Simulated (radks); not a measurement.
Values are calculated unless marked as measured or tabulated.
Task: P, 15 electrons, occupied as [Ne] 3s2 3p3. Code: a radial shooting solver on a logarithmic mesh with Libxc functionals. Model: scalar-relativistic Kohn-Sham, exchange-only B88, spin-unpolarised, spherical densities, point nucleus. Some entries of the table are withheld. Estimate them.

orbital  occ.  eigenvalue (hartree)  <r^2> (bohr^2)  <1/r> (bohr^-1)
1s          2             -76.60829         0.01444            14.65
2s          2              -6.35418          0.3228            2.820
2p          6              -4.54175             (1)            2.710
3s          2                   (2)           4.205           0.7235
3p          3              -0.17297           7.071              (3)

Result: 
(1) 2p <r^2> (bohr^2): 0.2961
(2) 3s eigenvalue (hartree): -0.48223
(3) 3p <1/r> (bohr^-1): 0.5685
